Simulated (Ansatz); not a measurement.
Ansatz results at the PBE0-D4/def2-TZVP geometry: HOMO–LUMO gap (PBE/def2-TZVPP) 3.65 eV; HOMO energy (PBE0/def2-TZVPP) -7.10 eV; HOMO energy (PBE/def2-TZVPP) -6.13 eV.

(1) Which molecule gave them?
A. `C=C=C=C`
B. `[F][GeH]1[CH2]C[O]1`
C. `C=[CH][GaH][GeH3]`
D. `C=C(S)C[SeH]`

Results:

(1) A. The others give `C=C(S)C[SeH]`: 3.97, -6.62, -5.51; `C=[CH][GaH][GeH3]`: 3.54, -7.40, -6.34; `[F][GeH]1[CH2]C[O]1`: 5.65, -8.07, -6.49.
